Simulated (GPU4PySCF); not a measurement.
Sb(iPr)3 (C₉H₂₁Sb), SMILES C[CH](C)[Sb]([CH](C)C)[CH](C)C.

Geometry optimised at B3LYP-D3(BJ)/def2-TZVP. The isomer is the one that the SMILES or the coordinates give; other isomers of the formula were not compared. The def2 effective core potentials stand for the cores of Sb; spin–orbit coupling is left out. One conformer was computed; it need not be the lowest.

Vertical ionisation energy (IE) and electron affinity (EA) in eV. Rows of orbital energies are one-electron estimates. Where ΔSCF, EOM or ADC give a negative EA the extra electron is unbound and the value depends on the basis.

```csv
level,IE,EA
"−ε(HOMO), −ε(LUMO), r2SCAN/def2-TZVPD (GPU4PySCF)",5.23,0.35
"−ε(HOMO), −ε(LUMO), PBE/def2-TZVPD (GPU4PySCF)",(withheld),(withheld)
```

Task: Some entries are withheld; supply them. (Estimate from the structure and the level; the computed values follow.)

Result: 
- −ε(HOMO), −ε(LUMO), PBE/def2-TZVPD (GPU4PySCF), IE: 5.04
- −ε(HOMO), −ε(LUMO), PBE/def2-TZVPD (GPU4PySCF), EA: 0.65
